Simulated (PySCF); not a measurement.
Ti(Cl)2(OH) (Cl2HOTi), SMILES [OH][Ti+]([Cl])[Cl], charge +1, multiplicity 1. Atoms are numbered in the order given.

```xyz
5

Ti    -0.3881    -0.3350     0.0000
Cl     0.1562     0.7398     1.7500
Cl     0.1562     0.7398    -1.7500
O      0.2904    -1.8913     0.0000
H      0.9027    -2.6527     0.0000
```
Charge +1, spin multiplicity 1.

Coordinates come from a B3LYP-D3(BJ)/def2-SVP optimisation. The multiplicity is an assumed one; other spin states were not compared. The isomer is the one that the SMILES or the coordinates give; other isomers of the formula were not compared. One conformer was computed; it need not be the lowest.

These are HF/def2-TZVPD run with PySCF values and carry that method's errors.

Symmetry labels are those of the subgroup Cs that the program uses (full group Cs).

Computed valence orbital energies around the gap with their symmetry:
```csv
orbital,symmetry,energy (eV)
HOMO−7,A",-21.47
HOMO−6,A',-21.19
HOMO−5,A',-20.02
HOMO−4,A",-19.80
HOMO−3,A',-19.04
HOMO−2,A',-18.54
HOMO−1,A",-18.39
HOMO,A",-17.83
LUMO,A',-6.13
LUMO+1,A",-5.50
LUMO+2,A',-4.96
LUMO+3,A',-4.27
```
